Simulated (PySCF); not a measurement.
Cl₂Cu, charge +2, doublet, geometry from GFN2-xTB of the parent state (such geometries of metal compounds can be far from the true shape) (a state made from the parent by changing its charge; the spin is typed, not shown lowest); B3LYP/cc-pVDZ in PySCF.

Input for PySCF:
```python
from pyscf import gto, scf, dft

mol = gto.M(
    atom='''
Cu    0.000000    0.000000    0.000000
Cl   -0.000000   -0.000000   -2.034859
Cl    0.000000    0.000000    2.034859
''',
    basis='cc-pvdz',
    charge=2,
    spin=1,
    verbose=5,
)

mf = dft.UKS(mol)
mf.xc = 'b3lyp'
mf.kernel()
mf.analyze()
```

Output, abridged:

```
PySCF version 2.14.0

[INPUT] verbose = 5
[INPUT] max_memory = 4000
[INPUT] num. atoms = 3
[INPUT] num. electrons = 61
[INPUT] charge = 2
[INPUT] spin (= nelec alpha-beta = 2S) = 1
[INPUT] symmetry False subgroup None
[INPUT] Mole.unit = angstrom
[INPUT] Symbol           X                Y                Z      unit          X                Y                Z       unit  Magmom
[...]
[INPUT] ---------------- BASIS SET ----------------
[INPUT] l, kappa, [nprim/nctr], expnt,             c_1 c_2 ...
[INPUT] Cu
[...]
                                813166.5          6.065666e-05 -3.424801e-05 7.549245e-06 -1.523472e-06 -2.798812e-06
                                185054.4          0.0003188964 -0.0001801238 3.968892e-05 -8.014808e-06 -1.432517e-05
                                52414.66          0.001344687 -0.0007600455 0.00016772 -3.383992e-05 -6.270946e-05
                                17098.68          0.00486905 -0.002759348 0.0006095101 -0.0001231191 -0.000217949
                                6171.994          0.01561013 -0.00890097 0.001978846 -0.0003992085 -0.0007474316
                                2406.481          0.04452077 -0.02579378 0.005798049 -0.0011719 -0.002049271
                                997.2584          0.1103111 -0.06623861 0.01534158 -0.003096141 -0.005885203
                                433.9289          0.2220342 -0.1445927 0.03540484 -0.007171993 -0.01226885
                                196.2869          0.3133739 -0.244011 0.06702098 -0.01356621 -0.02683147
                                91.0428           0.2315121 -0.2504837 0.08026945 -0.01643989 -0.02479261
                                41.38425          0.0764092 0.02852577 -0.01927231 0.004107628 -0.005984746
                                19.93278          0.1103818 0.5115874 -0.3160129 0.06693964 0.1557124
                                9.581891          0.1094372 0.4928061 -0.4573162 0.1028221 0.1436683
                                4.234516          0.01836311 0.08788437 0.1550841 -0.04422945 0.008374103
                                1.985814          -0.0006043084 -0.005820281 0.7202872 -0.2031191 -0.7460711
                                0.867083          5.092245e-05 0.0002013508 0.3885122 -0.2230022 0.1244367
                                0.181339          -5.54073e-05 -0.0005182553 0.01924326 0.2517975 1.51011
                                0.083657          3.969482e-05 0.0003731503 -0.007103807 0.5650091 -0.3477122
[...]
[...]
converged SCF energy = -2560.02360247305  <S^2> = 0.76365247  2S+1 = 2.0136062
Total Energy =                       -2560.023602473052506
[...]
spin_pop of  0 Cu 4dx2-y2    0.00014
spin_pop of  0 Cu 5dxy      0.00001
spin_pop of  0 Cu 5dyz      0.00002
spin_pop of  0 Cu 5dz^2     0.00001
spin_pop of  0 Cu 5dxz     -0.00014
spin_pop of  0 Cu 5dx2-y2    0.00001
spin_pop of  0 Cu 4f-3     -0.00000
spin_pop of  0 Cu 4f-2     -0.00000
spin_pop of  0 Cu 4f-1     -0.00000
spin_pop of  0 Cu 4f+0     -0.00000
spin_pop of  0 Cu 4f+1      0.00000
spin_pop of  0 Cu 4f+2     -0.00000
spin_pop of  0 Cu 4f+3     -0.00000
spin_pop of  1 Cl 1s       -0.00000
spin_pop of  1 Cl 2s       -0.00000
spin_pop of  1 Cl 3s        0.00149
spin_pop of  1 Cl 4s        0.00008
spin_pop of  1 Cl 2px       0.00002
spin_pop of  1 Cl 2py       0.00000
spin_pop of  1 Cl 2pz      -0.00000
spin_pop of  1 Cl 3px       0.39929
spin_pop of  1 Cl 3py       0.04233
spin_pop of  1 Cl 3pz       0.00312
spin_pop of  1 Cl 4px       0.00312
spin_pop of  1 Cl 4py       0.00055
spin_pop of  1 Cl 4pz       0.00030
spin_pop of  1 Cl 3dxy     -0.00000
spin_pop of  1 Cl 3dyz      0.00013
spin_pop of  1 Cl 3dz^2    -0.00009
spin_pop of  1 Cl 3dxz     -0.00060
spin_pop of  1 Cl 3dx2-y2   -0.00011
spin_pop of  2 Cl 1s       -0.00000
spin_pop of  2 Cl 2s       -0.00000
spin_pop of  2 Cl 3s        0.00149
spin_pop of  2 Cl 4s        0.00008
spin_pop of  2 Cl 2px       0.00002
spin_pop of  2 Cl 2py       0.00000
spin_pop of  2 Cl 2pz      -0.00000
spin_pop of  2 Cl 3px       0.39924
spin_pop of  2 Cl 3py       0.04233
spin_pop of  2 Cl 3pz       0.00312
spin_pop of  2 Cl 4px       0.00312
spin_pop of  2 Cl 4py       0.00055
spin_pop of  2 Cl 4pz       0.00030
spin_pop of  2 Cl 3dxy     -0.00000
spin_pop of  2 Cl 3dyz      0.00013
spin_pop of  2 Cl 3dz^2    -0.00009
spin_pop of  2 Cl 3dxz     -0.00060
spin_pop of  2 Cl 3dx2-y2   -0.00011
 ** Mulliken Spin Density (per atom)  **
spin density of  0 Cu =      0.10078
spin density of  1 Cl =      0.44963
spin density of  2 Cl =      0.44959
 ** Mulliken pop alpha/beta on meta-lowdin orthogonal AOs **
 ** Mulliken pop       alpha | beta **
In total            31.00000 | 30.00000
 ** Mulliken atomic charges   ( Nelec_alpha | Nelec_beta ) **
charge of  0Cu =      1.16453  (    13.96813     13.86735 )
charge of  1Cl =      0.41774  (     8.51595      8.06632 )
charge of  2Cl =      0.41774  (     8.51593      8.06634 )

WARN: System has nonzero charge 2; the dipole moment is origin-dependent.
Location of origin: [0. 0. 0.]

Dipole moment(X, Y, Z, Debye): -0.00000,  0.00000, -0.00001
```
